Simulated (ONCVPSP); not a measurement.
**Logarithmic derivatives: palladium (Pd), ONCV**

| Quantity | Value |
| --- | --- |
| Element | palladium |
| Generator | ONCVPSP 4.0.1 |
| Type | optimised norm-conserving Vanderbilt (ONCV) |
| Functional | PBE |
| Relativity | fully relativistic |
| Frozen core | [Ar] 3d10 |
| Valence charge | 18 |
| Reference configuration | 4s2 4p6 4d10 |
| Partial waves | 4s: rc 1.60 bohr, ncon 3, nbas 6, qcut 6.3 1/bohr, 1 projector; 4p: rc 1.05 bohr, ncon 4, nbas 8, qcut 7.5 1/bohr, 2 projectors, debl 3.4 Ha; 4d: rc 1.45 bohr, ncon 4, nbas 7, qcut 6.2 1/bohr, 3 projectors, debl 2.8 Ha |
| Local potential | polynomial inside 0.70 bohr (lpopt 5, dvloc0 6 Ha) |
| Core correction | Teter function, fcfact 2.5, rcfact 1.3 |

Open shells are filled in proportion to 2j + 1.

The phase is arctan(r·R′/R) of the radial function R(r), unwrapped; energies in Ha, scanned from -5 to 5 Ha. A pole is an energy at which the radial function vanishes at the test radius. The pseudo phase is shifted by a multiple of π to meet the all-electron one at the reference energy, and phase errors are pseudo minus all-electron; the curves can meet again beyond the range given. Levels narrower than the energy grid can be missing from the lists of poles.

Q: For each channel, where are the poles, and over which energies does the pseudopotential scatter like the atom?

A:

```tsv
channel	radius (bohr)	reference energy (Ha)	poles, all-electron	poles, pseudo	unbroken range about the reference energy with phases within 0.05 rad	phase error 1 Ha above the reference energy (rad)
s	1.63	-3.13	-2.77	-2.77	-4.8 to 0.5	+0.002
p3/2	1.06	-1.83	3.59	3.59	the whole range	-0.000
p1/2	1.06	-1.99	3.05	3.05	the whole range	-0.000
d5/2	1.47	-0.14	1.64	1.64	the whole range	-0.000
d3/2	1.47	-0.16	1.58	1.58	the whole range	-0.000
```

Note: ghosts flagged at negative energy: s at -136.7 eV; GHOST(+) flagged for d5/2 at 235.2 eV, d3/2 at 315.4 eV. A true bound ghost makes a file unfit for plane-wave use.

Phases in the p1/2 channel:

| E (Ha) | all-electron | pseudo |
| --- | --- | --- |
| -4.96 | 0.470 | 0.469 |
| -4.48 | 0.218 | 0.217 |
| -4.00 | -0.091 | -0.092 |
| -3.52 | -0.412 | -0.412 |
| -3.04 | -0.688 | -0.688 |
| -2.56 | -0.899 | -0.899 |
| -2.08 | -1.053 | -1.053 |
| -1.60 | -1.166 | -1.166 |
| -1.12 | -1.251 | -1.251 |
| -0.64 | -1.317 | -1.317 |
| -0.16 | -1.370 | -1.370 |
| 0.32 | -1.414 | -1.414 |
| 0.80 | -1.450 | -1.450 |
| 1.28 | -1.482 | -1.482 |
| 1.76 | -1.509 | -1.509 |
| 2.24 | -1.534 | -1.534 |
| 2.72 | -1.556 | -1.556 |
| 3.20 | -1.577 | -1.577 |
| 3.68 | -1.597 | -1.597 |
| 4.16 | -1.616 | -1.616 |
| 4.64 | -1.635 | -1.635 |
